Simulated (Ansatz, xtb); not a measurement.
## Ranking isomers of C4H4N2O3

8 gas-phase structures of C4H4N2O3, from a drawn sample of its isomers (lower ones may exist). Each was relaxed with GFN2-xTB; where two conformers were screened, the lower at r2SCAN-D4/def2-SVP is listed:

A. `CC(=O)Oc1ncon1`, a singlet
B. `COC(=O)c1nnco1`, a singlet
C. `COC(=O)c1ncon1`, a singlet
D. `Cc1nc(OC=O)no1`, a singlet
E. `COc1nc(C=O)no1`, a singlet
F. `COC(=O)c1conn1`, a singlet
G. `Cc1noc(OC=O)n1`, a singlet
H. `Cc1noc(C(=O)O)n1`, a singlet

Q: Which do you expect lowest at r2SCAN-D4/def2-SVP, and how would the others follow?

A: Calculated order at r2SCAN-D4/def2-SVP: H (0.000), B (0.366), A (0.477), D (0.493), G (0.582), C (0.648), F (1.107), E (1.212) eV. Less than 1 kcal/mol parts A and D, so the order within that pair means little.

Energies above the lowest of each column, in eV; the last columns are at B3LYP-D3(BJ)/def2-SVP geometries and were run for some of them only (a dash: not run or not comparable):

```tsv
structure	GFN2-xTB	HF/STO-3G	r2SCAN-D4/def2-SVP	B3LYP-D3(BJ)/def2-SVP	CCSD(T)/def2-SVP + ΔMP2/def2-TZVPP
H	0.143	0.060	0.000	0.000	0.000
B	0.000	0.225	0.366	0.338	0.357
A	0.075	0.000	0.477	0.434	0.454
D	0.083	0.013	0.493	0.432	0.460
G	0.137	0.059	0.582	0.496	0.508
C	0.537	0.245	0.648	0.637	–
F	1.072	0.724	1.107	–	–
E	0.887	0.477	1.212	–	–
```

CCSD(T)/def2-SVP + ΔMP2/def2-TZVPP puts H lowest of those it was run on; GFN2-xTB picks B, HF/STO-3G picks A. Flexible structures stand in one conformer each, not always the lowest. D keeps a small imaginary mode. Frequencies (GFN2-xTB) were run for A, B, D, G, H alone. ΔMP2 is the change of the MP2 energy from the smaller to the larger basis.

Over these structures GFN2-xTB departs from r2SCAN-D4/def2-SVP by 0.182 eV on average once a common shift is removed. A GFN2-xTB relaxation took about 0.069 s and the r2SCAN-D4/def2-SVP energy about 2 s on a shared host (Ansatz 0.2.0, xtb 6.7.1).
